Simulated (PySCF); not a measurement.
Input for PySCF:
```python
from pyscf import gto, scf, dft

mol = gto.M(
    atom='''
O    -1.26683570    0.43646074   -0.02466647
S    -0.01836758   -0.37354518    0.01924988
O     1.30357086    0.31062963   -0.01383328
''',
    basis='def2-svp',
    spin=2,
    verbose=4,
)

mf = dft.UKS(mol)
mf.xc = 'bp86'
mf.kernel()
```

What does this run give for the HOMO energy, Mulliken (on the basis functions themselves) charges in atom order, <S^2>, dipole moment, total energy, number of basis functions?


```
Property                                                                                 Result
------------------------------------------------------------------  ---------------------------
HOMO energy                                                                            -4.94 eV
Mulliken (on the basis functions themselves) charges in atom order  O1 -0.31, S2 0.63, O3 -0.31
<S^2>                                                                                     2.004
dipole moment                                                                            1.35 D
total energy                                                                       -548.3027 Eh
number of basis functions                                                                    46
```

These values belong to the state on which the SCF converged, which isn't shown to be the lowest.
